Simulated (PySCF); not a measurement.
**GaB⁺: energy against distance**

Set-up: basis Ga cc-pVTZ-PP with ECP10, B cc-pVTZ; scalar-relativistic core potentials; PySCF 2.14. Energies in eV from Ga⁺ + B in their ground configurations at the same level. State: ²Σ⁺ (doublet), unpaired electrons σ ↑.

```json
{"R (Å)": "2.523", "UHF-CCSD(T)": "-0.7022"}
{"R (Å)": "2.635", "UHF-CCSD(T)": "-0.7425"}
{"R (Å)": "2.719", "UHF-CCSD(T)": "-0.7526"}
{"R (Å)": "2.803", "UHF-CCSD(T)": "-0.7502"}
{"R (Å)": "2.887", "UHF-CCSD(T)": "-0.7384"}
{"R (Å)": "2.999", "UHF-CCSD(T)": "-0.7121"}
{"R (Å)": "3.139", "UHF-CCSD(T)": "-0.6680"}
{"R (Å)": "3.308", "UHF-CCSD(T)": "-0.6060"}
```

Q: Put a parabola through the three lowest points of the UHF-CCSD(T) curve and estimate Re, k and ωe (reduced mass 9.493 u; 1 eV/Å² = 0.16022 mdyn/Å; ωe = 1302.8·√(k/μ) cm⁻¹).

A: Through R = 2.635, 2.719, 2.803 Å the second-order coefficient is 0.886 eV/Å², so Re ≈ 2.745 Å, k ≈ 0.284 mdyn/Å and ωe ≈ 225 cm⁻¹. A polynomial fit of higher order to the unrounded UHF-CCSD(T) energies gives Re = 2.742 Å, k = 0.261 mdyn/Å, ωe = 216 cm⁻¹; anharmonicity and rounding make the difference.

The higher-order fit for each curve: UHF-CCSD(T): Re = 2.742 Å, ωe = 216 cm⁻¹, De = 0.75 eV.

Correlated steps freeze 5 core orbitals. Spin–orbit coupling is left out. For an ion De counts to the pair picked by the measured ionisation energies or electron affinities, which need not be the lowest pair at this level. The state was picked by a PBE0 search and need not be the measured ground state.
